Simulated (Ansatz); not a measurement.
Consider the formal exchange of groups at a C–C bond: `C/C=C(\C)I` + `F[SiH]([SiH3])Cl` → `C[SiH2][SiH](F)Cl` + `C/C=C/I`.

Program: Ansatz. Geometries: PBE0-D4/def2-TZVP. ΔE: electronic, gas phase. CBS: MP2 limit from def2 TZ/QZ plus the TZ coupled-cluster correction, frozen cores. Double bonds are as drawn, so ΔE can hold a change between cis and trans. DFT in def2-TZVPP. B3LYP here is the variant with VWN-RPA as its local correlation; programs differ in this. Elements past krypton have def2 core potentials. For I outer-core shells are correlated without core-valence functions, which leaves a few kJ/mol of doubt a bond. One conformer a species, not always the lowest.

| level | ΔE (kJ/mol) | difference from CCSD(T)/CBS |
| --- | --- | --- |
| PBE-D4 | -30.5 | -0.4 |
| r2SCAN-D4 | -32.8 | -2.7 |
| PBE0-D4 | -31.3 | -1.2 |
| B3LYP-D4 | -31.5 | -1.4 |
| ωB97X-V | -31.5 | -1.4 |
| ωB97M-V | -33.7 | -3.6 |
| B2PLYP | -32.0 | -1.9 |
| PBE | -32.1 | -2.0 |
| r2SCAN | -33.0 | -2.9 |
| PBE0 | -32.6 | -2.5 |
| B3LYP | -34.2 | -4.1 |
| HF/def2-TZVPP | -35.3 | -5.2 |
| MP2/def2-TZVPP | -27.3 | 2.8 |
| SCS-MP2/def2-TZVPP | -28.0 | 2.1 |
| CCSD/def2-TZVPP | -30.8 | -0.7 |
| CCSD(T)/def2-TZVPP | -29.3 | 0.8 |
| HF/def2-QZVPP | -35.4 | -5.3 |
| MP2/def2-QZVPP | -27.8 | 2.3 |
| SCS-MP2/def2-QZVPP | -28.6 | 1.5 |
| HF/CBS(def2) | -35.4 | -5.3 |
| MP2/CBS(def2) | -28.2 | 1.9 |
| CCSD/CBS(def2) | -31.6 | -1.5 |
| CCSD(T)/CBS | -30.1 | 0 |

Largest T1 diagnostic among the species: 0.012.

In def2-TZVPP, CCSD(T) changes the Hartree–Fock value by +6.0 kJ/mol (the triples alone add +1.4 kJ/mol) and MP2 by +7.9 kJ/mol.
